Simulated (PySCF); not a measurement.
Estimate the missing entries of this data sheet.

Compound: C5H3N2S (charge -1).
InChI=1S/C5H3N2S/c1-4(8)5(2-6)3-7/h1H3/q-1

Conformer (atom-mapped SMILES and torsion angles): `[CH3:1][C:2](=[S:3])[C-:4]([C:5]#[N:6])[C:7]#[N:8]`: C1–C2–C4–C5 0°.

```json
{"property": "point group of the GFN2-xTB geometry", "level": "GFN2-xTB", "value": "Cs"}
{"property": "rotational constants A, B, C of the GFN2-xTB geometry", "level": "GFN2-xTB", "value": "2.252, 1.552, 0.924 GHz"}
{"property": "HOMO energy", "level": "PBE0/def2-SVPD", "value": "?"}
{"property": "LUMO energy", "level": "PBE0/def2-SVPD", "value": "2.50 eV"}
{"property": "lowest singlet excitation", "level": "TDDFT PBE0/def2-SVPD", "value": "3.10 eV (401 nm, f = 0.000)"}
{"property": "strongest line among the 8 lowest singlet transitions", "level": "TDDFT PBE0/def2-SVPD", "value": "S2 at 4.17 eV (297 nm, f = 0.368)"}
{"property": "lowest triplet excitation (Tamm–Dancoff)", "level": "TDA PBE0/def2-SVPD", "value": "?"}
{"property": "static isotropic polarisability", "level": "PBE0/def2-SVPD", "value": "?"}
{"property": "electronic spatial extent ⟨r²⟩ about the centre of nuclear charge", "level": "PBE0/def2-SVPD", "value": "1180 bohr²"}
```

The electronic properties come from PySCF, for the isolated species, density fitting.

**Question.** The static isotropic polarisability?

**Answer.** 107.5 au.

**Question.** What is the HOMO energy?

**Answer.** -2.14 eV.

**Question.** What is the lowest triplet excitation (Tamm–Dancoff)?

**Answer.** 2.69 eV.

The rotational constants make it an asymmetric top with κ = (2B − A − C)/(A − C) = -0.05, midway between the prolate (−1) and oblate (+1) limits. With B = h/(8π²I), that is 505.379 GHz u Å² over I, the principal moments of inertia are 224.5, 325.6 and 546.9 u Å² (most abundant isotopes); the inertial defect Ic − Ia − Ib is -3.2 u Å² (zero for a rigid planar frame, negative otherwise). 1 of the 8 computed singlets lies in the visible range (750 to 380 nm, 1.65 to 3.26 eV), with an oscillator strength of 0.000. The polarisability is 15.93 Å³ as a volume (1 au = 0.148185 Å³), or 1.68 au for each of the 64 electrons. In wavenumbers S1 is 25000 cm⁻¹ (1 eV = 8065.54 cm⁻¹). The vertical singlet–triplet gap S1 − T1 is 0.41 eV (TDDFT singlet less Tamm–Dancoff triplet).

One conformer stands for the species.
